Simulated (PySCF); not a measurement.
Match each property card to its molecule.

Structures:
1. `CC1=C(P1)C(C)C`
2. `FC(F)([Si@@H](F)O[SiH3])F`
3. `Cc1cnnc([SiH3])c1Cl`
4. `C#CCC[Si@H](C)O`

Card P (geometry GFN2-xTB):
* Rotational constants A, B, C: 2.970, 1.547, 1.319 GHz
* Static isotropic polarisability (CAM-B3LYP/def2-SVPD): 84.6 au
* Point group: C1
* HOMO energy (CAM-B3LYP/def2-SVPD): -9.23 eV
* Dipole moment (CAM-B3LYP/def2-SVPD): 2.08 D
* Lowest singlet excitation (TDDFT CAM-B3LYP/def2-SVPD): 6.58 eV (188 nm, f = 0.000)

Card Q (geometry GFN2-xTB):
* Rotational constants A, B, C: 2.826, 1.605, 1.116 GHz
* Static isotropic polarisability (B3LYP/def2-SVPD): 98.3 au
* HOMO energy (B3LYP/def2-SVPD): -6.11 eV
* Lowest triplet excitation (Tamm–Dancoff) (TDA B3LYP/def2-SVPD): 4.12 eV
* Isotropic shieldings of nuclei other than C and H, by class (GIAO PBE0/pcSseg-1): 582 (1 P) ppm

Card R (geometry GFN2-xTB):
* Rotational constants A, B, C: 1.556, 1.167, 0.675 GHz
* Static isotropic polarisability (CAM-B3LYP/def2-SVPD): 109.5 au
* Lowest triplet excitation (Tamm–Dancoff) (TDA CAM-B3LYP/def2-SVPD): 2.89 eV
* Dipole moment (CAM-B3LYP/def2-SVPD): 3.63 D
* 13C chemical shifts (computed TMS as zero) by class (GIAO PBE0/pcSseg-1): 166.4 (1 C), 156.8 (1 C), 155.6 (1 C), 137.7 (1 C), 18.8 (1 C) ppm

Card S (geometry GFN2-xTB):
* Rotational constants A, B, C: 2.046, 0.927, 0.759 GHz
* Static isotropic polarisability (CAM-B3LYP/def2-SVPD): 65.9 au
* HOMO energy (CAM-B3LYP/def2-SVPD): -10.70 eV
* Strongest line among the 8 lowest singlet transitions (TDDFT CAM-B3LYP/def2-SVPD): S8 at 9.36 eV (133 nm, f = 0.096)
* Lowest singlet excitation (TDDFT CAM-B3LYP/def2-SVPD): 7.72 eV (161 nm, f = 0.005)
* Dipole moment (CAM-B3LYP/def2-SVPD): 3.06 D
* Lowest triplet excitation (Tamm–Dancoff) (TDA CAM-B3LYP/def2-SVPD): 7.27 eV

Species are written as SMILES; each is one conformer at its optimised geometry, gas phase, non-relativistic unless stated. Electronic properties by PySCF. NMR classes are plain means over equivalent atoms (diastereotopic ones count apart unless rotation or inversion swaps them), as if these changed places fast.

Problem. Which card belongs to which structure?

Solution. P = 4, Q = 1, R = 3, S = 2. What ties each card to its structure:
- 1 (card Q), C6H11P, monoisotopic mass 114.1 u, 7 heavy atoms: an asymmetric top with C = 1.116 GHz; polarisability 98.3 au for 62 electrons.
- 2 (card S), CH4F4OSi2, monoisotopic mass 164.0 u, 8 heavy atoms: an asymmetric top with C = 0.759 GHz; polarisability 65.9 au for 82 electrons; dipole 3.06 D.
- 3 (card R), C5H7ClN2Si, monoisotopic mass 158.0 u, 9 heavy atoms: 5 C in 5 classes; the least shielded carbon (166.4 ppm) is a substituted aromatic carbon; an asymmetric top with C = 0.675 GHz, the lowest such constant on the cards; polarisability 109.5 au for 82 electrons; dipole 3.63 D.
- 4 (card P), C5H10OSi, monoisotopic mass 114.1 u, 7 heavy atoms: an asymmetric top with C = 1.319 GHz, the highest such constant on the cards; polarisability 84.6 au for 62 electrons; dipole 2.08 D.
